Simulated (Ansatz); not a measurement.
Ansatz (a first-principles code) input (B3LYP-D3(BJ)/def2-TZVP):

Ansatz 0.2 input:
```yaml
crystal:
  periodic: [false, false, false]
  atoms:
    - {symbol: La, position_ang: [0.00674960, -0.00695869, -0.00190668]}
    - {symbol: I, position_ang: [-0.26189266, 2.39789829, -1.94603830]}
    - {symbol: I, position_ang: [0.27539019, -2.41187743, 1.94222937]}
basis:
  gaussian:
    orbitals: def2-TZVP
hamiltonian:
  xc: b3lyp
  dispersion: d3bj
total_charge: 1
relax: {f_tol: 0.002, max_steps: 150}
```

End of the output:

```
reference -17064.44569633 eV, -627.1068126434 hartree; 30, 30 occupied and 110, 110 virtual orbitals, 1169 factors
relax step  16: F+E_penalty+E_count = -17064.74588844 eV  Δ(F+E_penalty+E_count) = -1.425e-2 eV  max|allowed force component| = 1.999e-1 eV/Å  Δτ_max = 0.0958 Å  (34 SCF iters, accepted)
these checks for a lower state are left out or cut short: starts, cluster_reference, orbital_swaps, neighbouring_geometries, increment
integrals: 0.07 GiB planned
1169 factors; their error is unknown
mean field: 0.59 GiB planned
mean field -17064.44804884 eV, -627.1068990964 hartree, gradient 1.2e-5 eV, S^2 0.000000; 0 other end points of the search recorded, 0 dependent functions left out
the calculation of the forces begins
reference -17064.44828450 eV, -627.1069077569 hartree; 30, 30 occupied and 110, 110 virtual orbitals, 1169 factors
relax step  17: F+E_penalty+E_count = -17064.74979450 eV  Δ(F+E_penalty+E_count) = -3.906e-3 eV  max|allowed force component| = 1.095e-2 eV/Å  Δτ_max = 0.0136 Å  (34 SCF iters, accepted)
these checks for a lower state are left out or cut short: starts, cluster_reference, orbital_swaps, neighbouring_geometries, increment
integrals: 0.07 GiB planned
1169 factors; their error is unknown
mean field: 0.59 GiB planned
mean field evaluation 160: about -17064.4485 eV, gradient 1.2e-5 eV
mean field -17064.44845768 eV, -627.1069141211 hartree, gradient 1.2e-5 eV, S^2 0.000000; 0 other end points of the search recorded, 0 dependent functions left out
the calculation of the forces begins
reference -17064.44869342 eV, -627.1069227844 hartree; 30, 30 occupied and 110, 110 virtual orbitals, 1169 factors
relax step  18: F+E_penalty+E_count = -17064.74982076 eV  Δ(F+E_penalty+E_count) = -2.626e-5 eV  max|allowed force component| = 4.714e-4 eV/Å  Δτ_max = 0.0043 Å  (36 SCF iters, accepted)
integrals: 0.07 GiB planned
1169 factors; their error is unknown
mean field: 0.59 GiB planned
mean field -17064.44845768 eV, -627.1069141211 hartree, gradient 1.2e-5 eV, S^2 0.000000; 1 other end points of the search recorded, 0 dependent functions left out
the calculation of the forces begins
reference -17064.44869342 eV, -627.1069227844 hartree; 30, 30 occupied and 110, 110 virtual orbitals, 1169 factors
Total energy: -17064.75005650 eV, -627.1179976735 hartree
Atom 0 at     0.201280     0.722709     0.873849 Å, force    -0.000105    -0.000391    -0.000471 eV/Å
Atom 1 at    -0.289804     1.412235    -1.882013 Å, force     0.000076    -0.000017     0.000408 eV/Å
Atom 2 at     0.108771    -2.155882     1.002448 Å, force     0.000028     0.000407     0.000064 eV/Å
Dipole moment:     0.299504     1.123443     1.348330 e Å
```

The spin state was set by rule; other spins were not relaxed.
